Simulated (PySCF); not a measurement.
PW91 on Pb⁻ (lead, charge -1), [Xe] 4f14 5d10 6s2 6p3, high-spin 4S determinant. All numbers are calculated (PySCF 2.14, a scalar-relativistic core potential, in aug-cc-pwCVDZ-PP with ECP60MDF).

```
cycle= 1 E= -192.990934923519  delta_E= -0.0137  |g|= 0.0156  |ddm|= 0.776
cycle= 2 E= -192.990971344263  delta_E= -3.64e-05  |g|= 0.0117  |ddm|= 0.0492
cycle= 3 E= -192.991002606888  delta_E= -3.13e-05  |g|= 0.00119  |ddm|= 0.024
cycle= 4 E= -192.991003280854  delta_E= -6.74e-07  |g|= 0.000686  |ddm|= 0.00686
cycle= 5 E= -192.99100385458  delta_E= -5.74e-07  |g|= 4.31e-06  |ddm|= 0.00284
cycle= 6 E= -192.991003854607  delta_E= -2.7e-11  |g|= 6.9e-07  |ddm|= 2.54e-05
converged SCF energy = -192.991003854607  <S^2> = 3.7513868  2S+1 = 4.0006934
```

Highest occupied orbital energy: 0.968 eV; ⟨L²⟩ = 0.00; populations by l: s 4.00, p 9.00, d 10.00, f 0.00.

Task: Can this result be used?

Result: With care. The run converged. Energies and moments cover only the electrons outside the core potential. Spin-orbit coupling, which splits the p, d and f shells strongly at this Z, is absent. Spin-orbit coupling is strong in this species (close to jj coupling), so the high-spin LS determinant is a model state, not a physical level. At PW91 the highest occupied level has a positive energy, so only the finite basis holds that electron; in a semilocal or global hybrid functional this comes from self-interaction and does not mean that the real anion is unbound.
